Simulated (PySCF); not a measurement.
Species: SbH2Cl.
SMILES: `[H][Sb]([H])[Cl]`

Level of theory: PySCF 2.14.0, density-fitted response routines, TDDFT B3LYP/def2-SVPD, vertical, gas phase, core orbitals frozen in the response, def2 core potentials past Kr. Geometry: PBE0-D3(BJ)/def2-SVP; no solvent, vibrations or thermal averaging. Spin–orbit coupling is left out.

Broadening: Gaussians 0.3 eV wide at half height, area fixed by f = 4.319×10⁻⁹ ∫ε dν̃. The cross-section is σ = 3.8235×10⁻²¹ ε cm², given in Mb (10⁻¹⁸ cm²). The width is an assumption, not a result. The curve ends short of the highest state used, and states not computed would add to its high-energy end.

```tsv
E (eV)	σ (Mb)
4.04	0.02
4.11	0.13
4.18	0.55
4.25	1.80
4.33	4.79
4.40	8.16
4.47	10.27
4.54	9.57
4.61	6.59
4.69	2.98
4.76	1.09
4.83	0.36
4.90	0.30
4.97	0.58
5.05	1.08
5.12	1.35
5.19	1.25
5.26	0.85
5.33	0.43
5.41	0.14
5.48	0.04
5.55	0.03
5.62	0.17
5.69	0.74
5.77	2.92
5.84	7.34
5.91	14.71
5.98	24.52
6.05	35.22
6.13	44.67
6.20	45.79
6.27	38.12
6.34	25.02
6.41	12.71
6.49	4.40
6.56	1.98
6.63	2.47
6.70	4.56
6.77	6.88
6.85	7.94
6.92	7.10
6.99	5.74
7.06	4.86
7.13	4.47
```

Problem. Where are the band maxima, and which computed states make them?

Solution. 276 nm (4.49 eV), ε about 2700, made up of S1 (100%); 241 nm (5.14 eV), ε about 360, made up of S2 (100%); 201 nm (6.17 eV), ε about 12000, made up of S3 (10%), S4 (42%) and S5 (48%); 181 nm (6.84 eV), ε about 2100, made up of S6 (88%) (ε in L mol⁻¹ cm⁻¹; maxima over ε = 5, shares over 10%). The states used: S1 4.49 eV (f 0.030); S2 5.14 eV (f 0.0040); S3 6.00 eV (f 0.037); S4 6.14 eV (f 0.058); S5 6.24 eV (f 0.074); S6 6.83 eV (f 0.021); S7 6.91 eV (f 0.0019); S8 7.12 eV (f 0.010); S9 7.48 eV (f 0.050); S10 7.73 eV (f 0.125).

Problem. Coming from long wavelengths, where does ε first pass 100 L mol⁻¹ cm⁻¹?

Solution. At about 298 nm (4.16 eV), 0.33 eV below S1.

Problem. Does any computed singlet lie in the visible range?

Solution. No computed singlet lies in the visible range (380 to 750 nm); the lowest, at 276 nm, stands 1.23 eV above its violet end (3.26 eV).

Problem. On this curve, what absorbance would a 10⁻⁵ mol/L sample give at 266 nm over a 1 cm path?

Solution. 266 nm is 4.661 eV, where ε is about 1100 L mol⁻¹ cm⁻¹, so A = ε c l ≈ 0.011 (Beer–Lambert, with the gas-phase spectrum and the assumed width).

All these states lie below the vertical ionisation energy of 9.98 eV (ΔSCF).

On an x86-64 server with one thread (shared host), this took 13 s wall.
